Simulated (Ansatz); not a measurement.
Ansatz results at the PBE0-D4/def2-TZVP geometry: HOMO energy (ωB97M-V/def2-TZVPP) -9.15 eV; HOMO–LUMO gap (PBE0/def2-TZVPP) 5.56 eV; size of the dipole moment (PBE/def2-TZVPP) 1.12 D.

Q: Which molecule gave them?
A. `BO[Si](F)(F)Br`
B. `[AlH2][CH]1O[SiH2][SiH2]1`
C. `C=C(F)B(S)Cl`
D. `O=[CH][InH2]`

A: B. The others give `C=C(F)B(S)Cl`: -9.97, 5.73, 1.59; `BO[Si](F)(F)Br`: -11.49, 7.93, 0.91; `O=[CH][InH2]`: -8.54, 4.41, 1.93.
